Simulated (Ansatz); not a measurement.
Total energies of HgI2⁺ (the lowest doublet isomer of a short search) from Ansatz at PBE0-D4/def2-TZVP, gas phase (1 Eh = 27.2114 eV = 2625.5 kJ/mol). The reference geometry is relaxed at PBE0-D4/def2-TZVP.

```csv
atom,x (Å),y (Å),z (Å)
Hg1,0.000,0.000,0.000
I2,0.541,2.140,-1.328
I3,-0.541,-2.140,1.328
```

| state | geometry | energy (Eh) |
| --- | --- | --- |
| charge 1 doublet | reference | -748.68124 |
| charge 0 singlet | reference | -749.03041 |
| charge 1 quartet | relaxed at PBE0-D4/def2-TZVP | -748.61024 |

In the def2 sets Hg, I take a core potential; there is no spin–orbit coupling.

Work out the vertical electron affinity, to the singlet.

E(charge 1 doublet) − E(charge 0 singlet) = -748.68124 − (-749.03041) = 0.34917 Eh = 9.50 eV.

Which of the charge 1 states is lowest, and how far above it are the others?

The doublet. quartet: -748.61024 − (-748.68124) = 0.07100 Eh = 186.4 kJ/mol.

The structure comes from a short search, and lower isomers may exist.
